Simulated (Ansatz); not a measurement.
Total energies of `[OH][Al-]([OH])([OH])[OH+][SiH3]`.

```xyz
13

O     0.570    0.219   -1.150
Al   -0.949    0.484   -0.257
O    -2.308   -0.482   -0.603
O    -1.087    2.139    0.129
O     0.012   -0.524    0.974
Si    1.597   -0.866    0.294
H     1.060    0.946   -1.534
H    -3.068   -0.180   -1.093
H    -1.904    2.544    0.409
H    -0.231   -0.986    1.778
H     1.683   -1.928   -0.730
H     2.594    0.231    0.240
H     2.033   -1.597    1.543
```

Charge 0, multiplicity 1. All single points use the PBE0-D4/def2-TZVP geometry. It is one conformer, not always the lowest. Basis def2-TZVPP, Ansatz.

RPA on PBE orbitals: Hartree–Fock energy of these orbitals -834.71058 Eh, correlation -1.87436 Eh (frozen core).

```
             functional  energy without D4 (Eh)  D4 term (kJ/mol)
            LDA (SPW92)              -833.03601                 –
                 revPBE              -837.19593             -82.3
                   BLYP              -837.37160             -61.7
                 r2SCAN              -837.23614              -7.2
                 B97M-V              -837.20578                 –
                  B3LYP              -837.48105             -45.8
                r2SCANh              -837.21441              -7.6
                r2SCAN0              -837.18324              -8.4
HSE06 (plane-wave form)              -836.84033             -22.7
                  BHLYP              -837.29131             -35.9
                ωB97X-V              -837.24390                 –
                ωB97M-V              -837.30414                 –
                 B2PLYP              -837.00808                 –
               PBE-QIDH              -836.66852                 –
```

(1) Give the same for PBE, PBE0, CAM-B3LYP, LC-ωPBE. (Best estimate.)

B3LYP takes the VWN-RPA correlation (the form of Gaussian; ORCA's B3LYP/G). HSE06 is the plane-wave form, built on full-range PBE exchange. The double hybrids freeze the cores in their second-order part.

## Answers

(1) Computed: 
| functional | energy without D4 (Eh) | D4 term (kJ/mol) |
| --- | --- | --- |
| PBE | -836.80962 | -28.5 |
| PBE0 | -836.86692 | -24.2 |
| CAM-B3LYP | -837.35790 | -24.7 |
| LC-ωPBE | -837.09044 | – |

LC-ωPBE has ω = 0.4 bohr⁻¹.
